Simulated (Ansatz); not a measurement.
Cost and result for the atomization energy of CH₆NSSb (`[NH2][SbH][CH2]S`) (10 atoms, 9 bonds).

```
atom    x (Å)    y (Å)    z (Å)
  N1  -1.8618   0.7764  -0.5734
 Sb2   0.1303   0.6171  -0.9721
  C3   0.6317  -0.3562   0.8962
  S4   2.3343  -0.9517   0.8789
  H5  -2.4002  -0.0569  -0.7691
  H6  -2.2905   1.5525  -1.0595
  H7   0.0774  -0.8884  -1.7951
  H8   0.0020  -1.2378   1.0159
  H9   0.4463   0.3155   1.7339
 H10   2.9304   0.2295   0.6444
```

The species carries charge 0 and has multiplicity 1. Correlated methods include outer-core shells of Sb, which these sets cover unevenly. Sb takes the def2 core potential. All single points use the PBE0-D4/def2-TZVP geometry. It is one conformer, not always the lowest. Program: Ansatz. All runs use 4 threads of an AMD EPYC 7R43 on a shared host. Times are those of one run each, without the atoms' runs, and a repeat can differ threefold. Electronic energies, without spin–orbit coupling; frozen cores. CCSD(T)/CBS adds CCSD(T) − MP2 in def2-TZVPP to the MP2 limit, and its time is that of the two runs behind it. T1 = 0.013. With those shells the extrapolation isn't a true limit. HSE06 is the plane-wave form, built on full-range PBE exchange.

CCSD(T)/CBS is a level of theory with its own doubt, some kJ/mol a heavy atom from the limit and from the frozen cores, so smaller differences don't rank the functionals.

| level | functions | wall time |
| --- | --- | --- |
| BLYP-D4/def2-TZVPP | 238 | 1.6 s |
| revPBE-D4/def2-TZVPP | 238 | 1.6 s |
| HSE06-D4/def2-TZVPP | 238 | 2.6 s |
| CAM-B3LYP-D4/def2-TZVPP | 238 | 2.9 s |
| r2SCAN-D4/def2-TZVPP (with forces) | 238 | 3.5 s |
| r2SCANh-D4/def2-TZVPP | 238 | 3.6 s |
| PBE-QIDH/def2-TZVPP | 238 | 4.9 s |
| CCSD(T)/def2-SVP | 102 | 5.5 s |
| ωB97X-V/def2-TZVPP | 238 | 6 s |
| ωB97M-V/def2-TZVPP (with forces) | 238 | 9 s |
| MP2/def2-QZVPP | 446 | 17 s |
| CCSD(T)/def2-TZVPP | 238 | 2.2 min |
| CCSD(T)/CBS(def2) | – | 2.4 min |

What atomization energy does each give, and how far from CCSD(T)/CBS? (An estimate is asked.)

Computed: 
```json
{"level": "BLYP-D4/def2-TZVPP", "atomization (kJ/mol)": "3090.2", "difference from CCSD(T)/CBS": "15.6", "per bond": "1.7"}
{"level": "revPBE-D4/def2-TZVPP", "atomization (kJ/mol)": "3055.0", "difference from CCSD(T)/CBS": "-19.6", "per bond": "-2.2"}
{"level": "HSE06-D4/def2-TZVPP", "atomization (kJ/mol)": "3057.4", "difference from CCSD(T)/CBS": "-17.2", "per bond": "-1.9"}
{"level": "CAM-B3LYP-D4/def2-TZVPP", "atomization (kJ/mol)": "3075.3", "difference from CCSD(T)/CBS": "0.7", "per bond": "0.1"}
{"level": "r2SCAN-D4/def2-TZVPP (with forces)", "atomization (kJ/mol)": "3048.2", "difference from CCSD(T)/CBS": "-26.4", "per bond": "-2.9"}
{"level": "r2SCANh-D4/def2-TZVPP", "atomization (kJ/mol)": "3023.8", "difference from CCSD(T)/CBS": "-50.8", "per bond": "-5.6"}
{"level": "PBE-QIDH/def2-TZVPP", "atomization (kJ/mol)": "3006.3", "difference from CCSD(T)/CBS": "-68.3", "per bond": "-7.6"}
{"level": "CCSD(T)/def2-SVP", "atomization (kJ/mol)": "2772.4", "difference from CCSD(T)/CBS": "-302.2", "per bond": "-33.6"}
{"level": "ωB97X-V/def2-TZVPP", "atomization (kJ/mol)": "3093.9", "difference from CCSD(T)/CBS": "19.3", "per bond": "2.1"}
{"level": "ωB97M-V/def2-TZVPP (with forces)", "atomization (kJ/mol)": "3073.9", "difference from CCSD(T)/CBS": "-0.7", "per bond": "-0.1"}
{"level": "MP2/def2-QZVPP", "atomization (kJ/mol)": "3033.6", "difference from CCSD(T)/CBS": "-41.0", "per bond": "-4.6"}
{"level": "CCSD(T)/def2-TZVPP", "atomization (kJ/mol)": "2961.9", "difference from CCSD(T)/CBS": "-112.7", "per bond": "-12.5"}
{"level": "CCSD(T)/CBS(def2)", "atomization (kJ/mol)": "3074.6", "difference from CCSD(T)/CBS": "0.0", "per bond": "0.0"}
```

From r2SCAN to r2SCAN0 (25 % exact exchange), in def2-TZVPP and without D4, the atomization energy moves by −60.0 kJ/mol: exact exchange takes away binding that semilocal exchange gives to molecules. In def2-TZVPP, CCSD(T) changes the Hartree–Fock value by +956.0 kJ/mol (the triples alone add +58.3 kJ/mol) and MP2 by +960.2 kJ/mol; breaking electron pairs costs correlation energy, which Hartree–Fock lacks. At CCSD(T), def2-SVP lies −302.3 kJ/mol from the extrapolated value and def2-TZVPP −112.7 kJ/mol: correlation converges slowly with the basis, and small sets miss more of it in the bonded molecule than in its fragments.
